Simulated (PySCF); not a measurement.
A structure optimised at r2SCAN-D4/def2-SVP, used in a PySCF frequency run:

```xyz
15

C      2.3125     0.1264    -0.2454
O      1.1322    -0.6445    -0.3065
Si    -0.3705    -0.0597     0.1048
C     -0.8418     1.4326    -0.9421
C     -1.5328    -1.5015    -0.0738
O     -0.4161     0.6114     1.6360
H      2.3706     0.7151     0.6884
H      3.1803    -0.5506    -0.2807
H      2.3881     0.8232    -1.1014
H     -1.8792     1.7437    -0.7498
H     -0.7436     1.1481    -2.0038
H     -0.1807     2.2906    -0.7486
H     -1.2429    -2.3178     0.6055
H     -2.5662    -1.2041     0.1593
H     -1.4962    -1.8914    -1.1034
```
Charge 0, spin multiplicity 2.

Write its SMILES and formula.

CO[Si](C)(C)[O], C3H9O2Si

What are its rotational constants (standard atomic weights)?

3.4004, 2.2017, 2.0054 GHz
